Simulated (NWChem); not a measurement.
System: silicon dioxide molecule (SiO₂); SMILES O=[Si]=O

Here is an NWChem input.

```
start job
memory heap 200 mb stack 900 mb global 1100 mb
geometry units angstroms noautoz
  O      0.000000     0.000000    -1.505992
  Si     0.000000     0.000000     0.000000
  O      0.000000     0.000000     1.505992
end
basis spherical
  O library def2-svp
  Si library def2-svp
end
dft
  xc n12
  iterations 150
  mulliken
end
task dft energy
```

Output (shortened):

```
             Northwest Computational Chemistry Package (NWChem) 7.3.0
             --------------------------------------------------------

 ORDER OF PRIMARY AXIS IS BEING SET TO 4
 D4H symmetry detected

                             Geometry "geometry" -> ""
                             -------------------------

 Output coordinates in angstroms (scale by  1.889725989 to convert to a.u.)

  No.       Tag          Charge          X              Y              Z
 ---- ---------------- ---------- -------------- -------------- --------------
    1 O                    8.0000     0.00000000     0.00000000    -1.50599200
    2 Si                  14.0000     0.00000000     0.00000000     0.00000000
    3 O                    8.0000     0.00000000     0.00000000     1.50599200

 Effective nuclear repulsion energy (a.u.)      89.9535825847

      Symmetry information
      --------------------

 Group name             D4h
 Group number             28
 Group order              16
 No. of unique centers     2

                                 NWChem DFT Module
                                 -----------------

 Summary of "ao basis" -> "ao basis" (spherical)
 ------------------------------------------------------------------------------
       Tag                 Description            Shells   Functions and Types
 ---------------- ------------------------------  ------  ---------------------
 O                          def2-svp                 6       14   3s2p1d
 Si                         def2-svp                 8       18   4s3p1d

      Symmetry analysis of basis
      --------------------------

        a1g        11
        a1u         0
        a2g         0
        a2u         9
        b1g         2
        b1u         1
        b2g         2
        b2u         1
        eg          8
        eu         12

            General Information
            -------------------
          SCF calculation type: DFT
          Wavefunction type:  closed shell.
          No. of atoms     :     3
          No. of electrons :    30
           Alpha electrons :    15
            Beta electrons :    15
          Charge           :     0
          Spin multiplicity:     1
          Use of symmetry is: on ; symmetry adaption is: on
          Maximum number of iterations: 150
          AO basis - number of functions:    46
                     number of shells:    20
          Convergence on energy requested:  1.00D-06
          Convergence on density requested:  1.00D-05
          Convergence on gradient requested:  5.00D-04

              XC Information
              --------------
                          N12 Method XC Functional
                           N12 Exchange Functional  1.000
                         N12 Correlation Potential  1.000

             Grid Information
             ----------------
          Grid used for XC integration:  medium
          Radial quadrature: Mura-Knowles
          Angular quadrature: Lebedev.
          Tag              B.-S. Rad. Rad. Pts. Rad. Cut. Ang. Pts.
          ---              ---------- --------- --------- ---------
          O                   0.60       49           8.0       434
          Si                  1.10       88           6.0       590
          Grid pruning is: on
          Number of quadrature shells:   137
          Spatial weights used:  Erf1

      Superposition of Atomic Density Guess
      -------------------------------------

 Sum of atomic energies:        -438.12085208

      Non-variational initial energy
      ------------------------------

 Total energy =    -438.464067
 1-e energy   =    -785.104014
 2-e energy   =     256.686364
 HOMO         =      -0.497279
 LUMO         =      -0.126162

      Symmetry analysis of molecular orbitals - initial
      -------------------------------------------------

 !! scf_movecs_sym_adapt:    6 vectors were symmetry contaminated

  Symmetry fudging

 !! scf_movecs_sym_adapt:    6 vectors were symmetry contaminated

  Numbering of irreducible representations:

     1 a1g         2 a1u         3 a2g         4 a2u         5 b1g
     6 b1u         7 b2g         8 b2u         9 eg         10 eu

  Orbital symmetries:

     1 a1g         2 a2u         3 a1g         4 a1g         5 a2u
     6 eu          7 eu          8 a1g         9 a2u        10 a1g
    11 a2u        12 eu         13 eu         14 eg         15 eg
    16 a1g        17 eu         18 eu         19 a2u        20 a1g
    21 eu         22 eu         23 b1g        24 b2g        25 eg

     ---------------------------------------------
      Total Density - Mulliken Population Analysis
     ---------------------------------------------

    Atom       Charge   Shell Charges
 -----------   ------   -------------------------------------------------------
    1 O    8     8.95   1.99  1.14  0.69  3.09  2.03  0.01
    2 Si  14    12.10   2.00  1.99  0.80  0.10  5.93  0.68  0.32  0.29
    3 O    8     8.95   1.99  1.14  0.69  3.09  2.03  0.01

   convergence    iter        energy       DeltaE   RMS-Dens  Diis-err
 ---------------- ----- ----------------- --------- --------- ---------
 d= 0,ls=0.0,diis     1   -439.4627067755 -5.29D+02  5.99D-02  1.31D+00
 d= 0,ls=0.0,diis     2   -438.3762011240  1.09D+00  4.29D-02  1.05D+01
 d= 0,ls=0.0,diis     3   -439.6364648500 -1.26D+00  3.47D-03  3.33D-02
 d= 0,ls=0.0,diis     4   -439.6394237765 -2.96D-03  1.32D-03  3.94D-03
 d= 0,ls=0.0,diis     5   -439.6398354368 -4.12D-04  1.60D-04  6.76D-05
  Resetting Diis
 d= 0,ls=0.0,diis     6   -439.6398433959 -7.96D-06  1.09D-05  4.12D-07
 d= 0,ls=0.0,diis     7   -439.6398434598 -6.39D-08  3.95D-06  7.04D-09

         Total DFT energy =     -439.639843459815
      One electron energy =     -787.734274581838
           Coulomb energy =      296.277023556439
    Exchange-Corr. energy =      -38.136175019132
 Nuclear repulsion energy =       89.953582584717

 Numeric. integr. density =       29.999997642970

[...]
```

Level: N12/def2-SVP. Coordinates come from a PBE0-D3(BJ)/def2-TZVP optimisation.
